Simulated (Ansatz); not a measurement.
This geometry of CH6NSn (9 atoms, charge 1, multiplicity 1) is a first-order saddle point.

Computed with Ansatz, RKS BHLYP-D4/def2-SVP.

```xyz
9
Properties=species:S:1:pos:R:3
C 0.043 1.079 -0.781
N -0.487 -0.251 -0.453
Sn 0.048 -1.188 1.219
H -0.570 1.495 -1.583
H 1.088 1.078 -1.108
H -0.061 1.753 0.073
H -0.529 -0.857 -1.264
H 1.612 -1.794 1.490
H -1.144 -1.315 2.407
```

Problem. Which two structures does it join? (They come from a converged band through this point; their orientation in space is the band's.)

Solution. No bond is made or broken. The dihedral C1–N2–Sn3–H8 goes from 180 to 0°. The two ends are copies of one structure, up to a mirror image or an exchange of like atoms.

Image 0:

```xyz
9
Properties=species:S:1:pos:R:3
C -0.444 1.041 -0.710
N 0.226 -0.233 -0.479
Sn 0.435 -1.193 1.189
H -1.279 0.913 -1.404
H 0.255 1.767 -1.132
H -0.834 1.445 0.225
H 0.619 -0.644 -1.316
H 1.266 -2.647 1.099
H -0.243 -0.449 2.529
```

Image 8:

```xyz
9
Properties=species:S:1:pos:R:3
C -0.438 1.045 -0.708
N 0.214 -0.239 -0.482
Sn 0.434 -1.195 1.188
H -1.276 0.930 -1.400
H 0.270 1.762 -1.133
H -0.819 1.454 0.228
H 0.588 -0.660 -1.322
H -0.212 -0.436 2.536
H 1.240 -2.661 1.092
```

Problem. How far does it lie above each of them?

Solution. 0.87 eV above the first and 0.87 eV above the second. This is the barrier of this one path; another mechanism may lie lower.

The run took 11 min on 1 thread of Intel(R) Xeon(R) Processor @ 2.50GHz (Skylake/Cascade Lake), on a shared host, peak memory 0.18 GiB.
